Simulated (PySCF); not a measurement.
## How methods differ on the excitation energy of C

C [He] 2s2 2p2 (3P) → C [He] 2s2 2p1 3s1 (3P), as a difference of total energies. All numbers are calculated (PySCF 2.14, no relativity, point nucleus, in aug-cc-pwCVDZ). Correlated levels: valence: 1s2 frozen. The calculations carry no spin-orbit coupling.

```tsv
method	excitation energy (eV)
UHF	7.692
SCS-MP2 (valence)	7.749
CCSD (valence)	7.648
CCSD(T) (valence)	7.641
```

**Question.** Estimate what MP2 (valence) gives.

**Answer.** 7.835 eV, closest to SCS-MP2 (valence) among the rows shown.

**Question.** Estimate what CCSDT (valence) gives.

**Answer.** 7.631 eV, closest to CCSD(T) (valence) among the rows shown.

Errors of the correlated levels include the incompleteness of this basis and the frozen core.

The promoted electron is Rydberg-like, and one or two diffuse shells describe it only roughly, which tends to raise the upper state.

For comparison: 7.482 eV (measured; NIST levels, between the centres of gravity of the two terms).
